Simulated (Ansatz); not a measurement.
Consider the ligand exchange at the Si–S bond: `C=C(Cl)S[SiH3]` + `[AlH2][SH]` → `[AlH2][S][SiH3]` + `C=C(S)Cl`.

Gas-phase electronic energies from Ansatz, PBE0-D4/def2-TZVP geometries. CCSD(T)/CBS is the MP2 limit (def2-TZVPP, def2-QZVPP) plus CCSD(T) − MP2 in def2-TZVPP, frozen cores. This one scheme is used for every species. DFT in def2-TZVPP. Each species was taken in one conformer, which may not be the lowest.

| level | ΔE (eV) |
| --- | --- |
| ωB97M-V | -0.05 |
| CCSD(T)/def2-TZVPP | -0.05 |
| SCS-MP2/def2-QZVPP | -0.06 |
| MP2/CBS(def2) | -0.05 |

Task: What does CCSD(T)/CBS give? (Best estimate.)

Result: Ansatz gave: -0.06 eV. The listed levels differ from it by 0.01, 0.01, 0.00, 0.01 eV.

Largest T1 diagnostic among the species: 0.012.

In def2-TZVPP, CCSD(T) changes the Hartree–Fock value by +0.06 eV (the triples alone add +0.01 eV) and MP2 by +0.06 eV.
